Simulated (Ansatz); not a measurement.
`[InH2][CH]1BO1` + H₂O → `[OH][InH2]` + `B1CO1` at 600 K and 1 bar (formal hydrolysis of the In–C bond).

Isolated molecules relaxed with PBE0-D4/def2-TZVP in Ansatz; ΔE leaves out vibrations. CCSD(T)/CBS is the MP2 limit (def2-TZVPP, def2-QZVPP) plus CCSD(T) − MP2 in def2-TZVPP, frozen cores. This one scheme is used for every species. Elements past krypton have def2 core potentials. For In outer-core shells are correlated without core-valence functions, which leaves a few kJ/mol of doubt a bond.

| species | CCSD(T)/CBS energy (Eh) | H − E (kJ/mol) | S (J/(mol·K)) |
| --- | --- | --- | --- |
| `[InH2][CH]1BO1` | -330.18240 | 165.7 | 405.8 |
| H₂O | -76.37941 | 76.8 | 212.8 |
| `[OH][InH2]` | -266.78179 | 100.4 | 326.1 |
| `B1CO1` | -139.80191 | 141.7 | 292.0 |

H − E and S are ideal-gas, rigid-rotor, harmonic terms from PBE0-D4/def2-TZVP, for one conformer and one mirror image of each species. 1 Eh = 2625.50 kJ/mol, R = 8.31446 J/(mol·K).

Problem. By hand: ΔE, ΔH, ΔS and ΔG.

Solution. ΔE = (-266.78179) + (-139.80191) − (-330.18240) − (-76.37941) = -0.02189 Eh = -57.5 kJ/mol. Δ(H − E) = 100.4 + 141.7 − 165.7 − 76.8 = -0.4, so ΔH = -57.9 kJ/mol. ΔS = 326.1 + 292.0 − 405.8 − 212.8 = -0.5 J/(mol·K). ΔG = -57.9 − 600 × (-0.5)/1000 = -57.6 kJ/mol.

Problem. By hand: the equilibrium constant, and the temperature at which ΔG would vanish if ΔH and ΔS stayed fixed.

Solution. log₁₀ K = −ΔG/(RT ln 10) = 5.0. ΔG = 0 at ΔH/ΔS = 115800 K, far beyond where these terms or the molecules hold.

The number of gas molecules stays the same, so ΔS is small and ΔH decides. A doubt of 5 kJ/mol in ΔE shifts log₁₀ K by 0.4 here. Other conformers and mirror images would add mixing entropy, several J/(mol·K) or more a flexible species. These are equilibria of isolated gas molecules and say nothing of rates. Largest T1 diagnostic: 0.017 (customary marks: 0.02 for closed shells, 0.045 for open ones).
